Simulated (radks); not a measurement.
Removal energies from the osmium ion Os8+, [Xe] 4f14, by Delta-SCF beside the eigenvalue of the level emptied. Method: scalar-relativistic Kohn-Sham, r2SCAN, spin-polarised, spherical densities, finite nucleus; meta-GGA in the generalised Kohn-Sham scheme; Fermi nuclear charge, rms radius of each element as measured or else 0.836 A^(1/3) + 0.57 fm; computed with a radial shooting solver on a logarithmic mesh with Libxc functionals. Open shells are filled with parallel spins first.

removed from     final configuration  Delta-SCF (eV)  -eigenvalue (eV)
5p            [Kr] 4d10 4f14 5s2 5p5          172.94            163.59
4f                         [Xe] 4f13          186.14            170.49
5s            [Kr] 4d10 4f14 5s1 5p6          218.00            207.85
4d             [Kr] 4d9 4f14 5s2 5p6          411.74            395.62
